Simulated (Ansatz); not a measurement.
Ansatz (a first-principles code) input (B3LYP/6-31G* with LANL2DZ past Ar): The .json file joins the Basis Set Exchange's 6-31G* for atoms up to Ar and LANL2DZ past it.

Ansatz 0.2 input:
```yaml
crystal:
  periodic: [false, false, false]
  atoms:
    - {symbol: Hf, position_ang: [-0.06483973, -0.17617913, -0.11732038]}
    - {symbol: O, position_ang: [1.30017240, 0.97736726, -0.30652361]}
    - {symbol: O, position_ang: [-0.71661485, 0.60824491, 1.36240707]}
basis:
  gaussian:
    orbitals: 6-31Gs+LANL2DZ.json
hamiltonian:
  xc: {name: B3LYP}
total_charge: 1
magnetization: {spin_polarized: true, initial_magnetization: 1}
relax: {f_tol: 0.003, max_steps: 120}
```

From the last part of the output:

```
WARN ansatz: RAYON_NUM_THREADS=1 ignored (pool sized by the plan → 1); use --threads N
Functional definition: B3LYP
integrals: 0.01 GiB planned
568 factors; integrals over basis functions are off by at most 2.8e-4 eV
mean field: 0.19 GiB planned
mean field evaluation 1: about -5386.9111 eV, gradient 8.3e1 eV
mean field evaluation 2: about -5007.1019 eV, gradient 2.2e2 eV
mean field evaluation 4: about -5416.0161 eV, gradient 6.4e0 eV
mean field evaluation 8: about -5416.2682 eV, gradient 3.6e-1 eV
mean field evaluation 16: about -5416.2690 eV, gradient 3.5e-4 eV
mean field -5416.26899189 eV, -199.0442141729 hartree, gradient 8.4e-5 eV, S^2 0.789383; 2 other end points of the search recorded, 0 dependent functions left out
the calculation of the forces begins
reference -5416.26922938 eV, -199.0442229007 hartree; 14, 13 occupied and 38, 39 virtual orbitals, 568 factors
relax step   1: F+E_penalty+E_count = -5416.26899189 eV  Δ(F+E_penalty+E_count) = +0.000e0 eV  max|allowed force component| = 5.173e-1 eV/Å  Δτ_max = 0.0000 Å  (44 SCF iters, accepted)
these checks for a lower state are left out or cut short: starts, cluster_reference, orbital_swaps, neighbouring_geometries, increment
integrals: 0.01 GiB planned
568 factors; integrals over basis functions are off by at most 2.9e-4 eV
mean field: 0.19 GiB planned
mean field -5416.27414150 eV, -199.0444034178 hartree, gradient 7.3e-5 eV, S^2 0.787513; 0 other end points of the search recorded, 0 dependent functions left out
the calculation of the forces begins
reference -5416.27437947 eV, -199.0444121630 hartree; 14, 13 occupied and 38, 39 virtual orbitals, 568 factors
relax step   2: F+E_penalty+E_count = -5416.27414150 eV  Δ(F+E_penalty+E_count) = -5.150e-3 eV  max|allowed force component| = 1.191e-2 eV/Å  Δτ_max = 0.0074 Å  (32 SCF iters, accepted)
these checks for a lower state are left out or cut short: starts, cluster_reference, orbital_swaps, neighbouring_geometries, increment
integrals: 0.01 GiB planned
568 factors; integrals over basis functions are off by at most 2.9e-4 eV
mean field: 0.19 GiB planned
mean field evaluation 32: about -5416.2741 eV, gradient 2.9e-2 eV
mean field -5416.27414865 eV, -199.0444036804 hartree, gradient 3.2e-5 eV, S^2 0.787458; 0 other end points of the search recorded, 0 dependent functions left out
the calculation of the forces begins
reference -5416.27438660 eV, -199.0444124250 hartree; 14, 13 occupied and 38, 39 virtual orbitals, 568 factors
relax step   3: F+E_penalty+E_count = -5416.27414865 eV  Δ(F+E_penalty+E_count) = -7.148e-6 eV  max|allowed force component| = 7.207e-4 eV/Å  Δτ_max = 0.0008 Å  (27 SCF iters, accepted)
integrals: 0.01 GiB planned
568 factors; integrals over basis functions are off by at most 2.9e-4 eV
mean field: 0.19 GiB planned
mean field -5416.27414865 eV, -199.0444036804 hartree, gradient 3.2e-5 eV, S^2 0.787458; 2 other end points of the search recorded, 0 dependent functions left out
the calculation of the forces begins
reference -5416.27438660 eV, -199.0444124250 hartree; 14, 13 occupied and 38, 39 virtual orbitals, 568 factors
Total energy: -5416.27438660 eV, -199.0444124250 hartree
Atom 0 at    -0.062742    -0.170479    -0.113525 Å, force    -0.000261    -0.000708    -0.000472 eV/Å
Atom 1 at     1.295422     0.973840    -0.305358 Å, force    -0.000456     0.000247     0.000721 eV/Å
Atom 2 at    -0.713962     0.606073     1.357446 Å, force     0.000716     0.000461    -0.000249 eV/Å
Dipole moment:    -0.384797    -1.045550    -0.696248 e Å
```

The dipole moment of an ion depends on the origin.
